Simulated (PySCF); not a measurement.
Species: C4H7BF2O.
InChI=1S/C4H7BF2O/c1-4(3-8)2-5(6)7/h2,8H,3H2,1H3/b4-2+

Torsions of this conformer, `[CH3:1]/[C:2](=[CH:3]\[B:4]([F:5])[F:6])[CH2:7][OH:8]`: C2–C3–B4–F5 180°, C1–C2–C7–O8 56°, H–O8–C7–C2 62°.

The closed-shell ground state was solved at several levels (PySCF, density fitting, gas phase, non-relativistic). Isolated species at its GFN2-xTB geometry (one conformer only).

```csv
level,basis functions,HOMO (eV),LUMO (eV),gap (eV),dipole (D)
B3LYP/pcJ-1,286,-7.83,-1.66,6.17,1.52
PBE0/pcSseg-1,171,-8.08,-1.48,6.60,1.53
```

Q: Estimate the row for CAM-B3LYP/def2-SVPD, a basis of 225 functions; the other rows only guide the guess.

A: HOMO -9.45 eV, LUMO -0.44 eV, gap 9.01 eV, dipole 1.47 D.

Q: Over all these levels, which gives the widest orbital gap and which the narrowest?

A: CAM-B3LYP/def2-SVPD (range-separated hybrid) has the widest, 9.01 eV, and B3LYP/pcJ-1 (global hybrid, 20 % exact exchange) the narrowest, 6.17 eV. Functional and basis both differ between the two, so the spread mixes both effects.

Q: How far do the dipole and the HOMO energy spread over the levels?

A: The dipole runs from 1.47 to 1.53 D (mean 1.50 D) and the HOMO from -9.45 to -7.83 eV.
